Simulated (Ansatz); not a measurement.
Reactions of FH$_{7}$OSi$_{3}$, SMILES `F[SiH]([SiH3])O[SiH3]`.

Isolated molecules relaxed with PBE0-D4/def2-TZVP in Ansatz; ΔE leaves out vibrations. CCSD(T)/CBS is the MP2 limit (def2-TZVPP, def2-QZVPP) plus CCSD(T) − MP2 in def2-TZVPP, frozen cores. This one scheme is used for every species. DFT in def2-TZVPP. For Ge, Mg, Sc outer-core shells are correlated without core-valence functions, which leaves a few kJ/mol of doubt a bond. Scalar relativity is left out up to krypton. One conformer a species, not always the lowest.

```json
{"reaction": "`F[SiH]([SiH3])O[SiH3]` + `[OH][Al]([OH])[O][SiH3]` → `[OH][Al]([O][SiH3])[O][SiH3]` + `O[SiH](F)[SiH3]`", "CCSD(T)/CBS(def2) (eV)": "-0.05"}
{"reaction": "`F[SiH]([SiH3])O[SiH3]` + `[OH][GeH2][OH]` → `[OH][GeH2][O][SiH3]` + `F[SiH2]O[SiH3]`", "CCSD(T)/CBS(def2) (eV)": "-1.20"}
{"reaction": "`F[SiH]([SiH3])O[SiH3]` + `N#CO` → `N#CO[SiH3]` + `O[SiH](F)[SiH3]`", "CCSD(T)/CBS(def2) (eV)": "?"}
{"reaction": "`F[SiH]([SiH3])O[SiH3]` + `[OH][Sc]([F])[Cl]` → `[F][Sc]([Cl])[O][SiH3]` + `F[SiH2]O[SiH3]`", "CCSD(T)/CBS(def2) (eV)": "-1.26"}
{"reaction": "`F[SiH]([SiH3])O[SiH3]` + `O[BH][AlH2]` → `O[SiH](F)[SiH3]` + `[AlH2][BH]O[SiH3]`", "CCSD(T)/CBS(def2) (eV)": "0.23"}
{"reaction": "`F[SiH]([SiH3])O[SiH3]` + `O[Si]1(Cl)CO1` → `[SiH3]O[Si]1(Cl)CO1` + `O[SiH](F)[SiH3]`", "CCSD(T)/CBS(def2) (eV)": "?"}
{"reaction": "`F[SiH]([SiH3])O[SiH3]` + `NC[SiH2]S` → `NC[SiH2]S[SiH3]` + `O[SiH](F)[SiH3]`", "CCSD(T)/CBS(def2) (eV)": "?"}
{"reaction": "`F[SiH]([SiH3])O[SiH3]` + `[OH][Mg][SH]` → `[SiH3][O][Mg][SH]` + `O[SiH](F)[SiH3]`", "CCSD(T)/CBS(def2) (eV)": "-0.21"}
{"reaction": "`F[SiH]([SiH3])O[SiH3]` + H₂O → `O[SiH](F)[SiH3]` + `O[SiH3]`", "CCSD(T)/CBS(def2) (eV)": "0.22"}
{"reaction": "`F[SiH]([SiH3])O[SiH3]` + `CCB(O)O` → `CCB(O)O[SiH3]` + `F[SiH2]O[SiH3]`", "CCSD(T)/CBS(def2) (eV)": "-1.03"}
```

Task: Fill in the missing values. (Best estimate.)

Result: Ansatz gave: `F[SiH]([SiH3])O[SiH3]` + `N#CO` → `N#CO[SiH3]` + `O[SiH](F)[SiH3]`: +0.12 eV; `F[SiH]([SiH3])O[SiH3]` + `O[Si]1(Cl)CO1` → `[SiH3]O[Si]1(Cl)CO1` + `O[SiH](F)[SiH3]`: 0.00 eV; `F[SiH]([SiH3])O[SiH3]` + `NC[SiH2]S` → `NC[SiH2]S[SiH3]` + `O[SiH](F)[SiH3]`: +0.41 eV.

Largest T1 diagnostic: 0.016, for `[OH][Sc]([F])[Cl]`.
